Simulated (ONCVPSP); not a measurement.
## u(r) = r·R(r): atom against pseudo-atom (fluorine)

Columns: radius, all-electron u(r) and pseudo u(r) of the 2s shell (level -30.38 eV) of fluorine in the configuration [He] 2s1 2p6; PBE, scalar-relativistic, ONCV scheme, ONCVPSP 4.0.1.

```json
{"r (bohr)": "0.062", "all-electron": "-0.4194", "pseudo": "0.0567"}
{"r (bohr)": "0.125", "all-electron": "-0.4132", "pseudo": "0.1242"}
{"r (bohr)": "0.188", "all-electron": "-0.2209", "pseudo": "0.2102"}
{"r (bohr)": "0.250", "all-electron": "0.0272", "pseudo": "0.3155"}
{"r (bohr)": "0.312", "all-electron": "0.2734", "pseudo": "0.4372"}
{"r (bohr)": "0.375", "all-electron": "0.4940", "pseudo": "0.5695"}
{"r (bohr)": "0.438", "all-electron": "0.6743", "pseudo": "0.7005"}
{"r (bohr)": "0.500", "all-electron": "0.8106", "pseudo": "0.8167"}
{"r (bohr)": "0.562", "all-electron": "0.9091", "pseudo": "0.9097"}
{"r (bohr)": "0.625", "all-electron": "0.9749", "pseudo": "0.9749"}
{"r (bohr)": "0.688", "all-electron": "1.0120", "pseudo": "1.0119"}
{"r (bohr)": "0.750", "all-electron": "1.0257", "pseudo": "1.0256"}
{"r (bohr)": "0.812", "all-electron": "1.0216", "pseudo": "1.0216"}
{"r (bohr)": "0.875", "all-electron": "1.0034", "pseudo": "1.0034"}
{"r (bohr)": "0.938", "all-electron": "0.9747", "pseudo": "0.9746"}
{"r (bohr)": "1.000", "all-electron": "0.9390", "pseudo": "0.9390"}
{"r (bohr)": "1.062", "all-electron": "0.8983", "pseudo": "0.8983"}
{"r (bohr)": "1.125", "all-electron": "0.8537", "pseudo": "0.8536"}
{"r (bohr)": "1.188", "all-electron": "0.8072", "pseudo": "0.8071"}
{"r (bohr)": "1.250", "all-electron": "0.7608", "pseudo": "0.7608"}
{"r (bohr)": "1.312", "all-electron": "0.7146", "pseudo": "0.7146"}
{"r (bohr)": "1.375", "all-electron": "0.6685", "pseudo": "0.6685"}
{"r (bohr)": "1.438", "all-electron": "0.6237", "pseudo": "0.6237"}
{"r (bohr)": "1.500", "all-electron": "0.5813", "pseudo": "0.5813"}
{"r (bohr)": "1.562", "all-electron": "0.5407", "pseudo": "0.5407"}
{"r (bohr)": "1.625", "all-electron": "0.5015", "pseudo": "0.5015"}
```

(1) How many radial nodes do the two functions have?

(2) At about which radius was the pseudo-wave matched?

(3) Is the pseudo-wave norm-conserving?

Answers

(1) The all-electron 2s function has n − l − 1 = 1; the pseudo-wave has 0, since the states of the same l below it are removed with the core.

(2) 0.65 bohr, where the columns begin to agree (steps of 0.06 bohr).

(3) Yes: the ONCV scheme keeps the norm inside the radius equal to the all-electron one, which fixes the energy derivative of the logarithmic derivative at the level.
